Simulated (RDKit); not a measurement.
RDKit input (UFF):

```python
from rdkit import Chem
from rdkit.Chem import AllChem, rdDetermineBonds

mol = Chem.MolFromXYZFile('mol.xyz')
rdDetermineBonds.DetermineBonds(mol, charge=0)
print('SMILES', Chem.MolToSmiles(Chem.RemoveHs(mol)))
ff = AllChem.UFFGetMoleculeForceField(mol)
e0 = ff.CalcEnergy()
flag = ff.Minimize(maxIts=5000, forceTol=1e-5)
print(f'energy {e0:.4f} -> {ff.CalcEnergy():.4f} kcal/mol, converged: {flag == 0}')
print(Chem.MolToXYZBlock(mol))
```
mol.xyz:
```
11

C     -1.93431100     0.08716700     0.35535200
C     -0.75443500     0.35236600    -0.56730200
C      0.56497100    -0.08049900     0.01824500
O      0.73112100    -0.58792300     1.09620000
O      1.59147200     0.17115400    -0.83087300
H     -1.81802000     0.61626200     1.30089200
H     -2.02155800    -0.97488500     0.58326700
H     -2.86220500     0.41703100    -0.11285900
H     -0.86969000    -0.16159100    -1.52561500
H     -0.66814700     1.41396300    -0.81502300
H      2.40152800    -0.13083200    -0.39105200
```

Output:

```
SMILES CCC(=O)O
energy 18.1690 -> 2.0971 kcal/mol, converged: True
11

C     -1.849382   -0.277921   -0.015571
C     -0.776896    0.759540   -0.325728
C      0.557797    0.301480    0.169813
O      0.932197    0.592741    1.337257
O      1.367338   -0.483517   -0.645142
H     -1.927199   -0.436293    1.081476
H     -1.606959   -1.243220   -0.509671
H     -2.830890    0.078018   -0.393609
H     -0.726830    0.921268   -1.423838
H     -1.045631    1.725125    0.154911
H      2.267183   -0.815008   -0.318667
```

The geometry given is a B3LYP-D3(BJ)/def2-TZVP minimum.
